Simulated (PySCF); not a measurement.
Vertical excitations of a molecule C3H7O2, multiplicity 2 from TDA-M06-2X/def2-SVPD run with PySCF, as energy in eV (oscillator strength): 4.19 (0.002), 5.42 (0.012), 5.62 (0.004), 5.65 (0.003), 6.09 (0.006), 6.51 (0.007), 6.72 (0.024), 6.76 (0.004), 7.20 (0.006), 7.21 (0.008). Geometry optimised at B3LYP-D3(BJ)/def2-SVP. Other conformers were not sampled.

Question: Which structure fits?
(A) CC([O])CO
(B) COCC[O]
(C) CC(O)[CH]O
(D) C[C](O)CO

Answer: D, C[C](O)CO
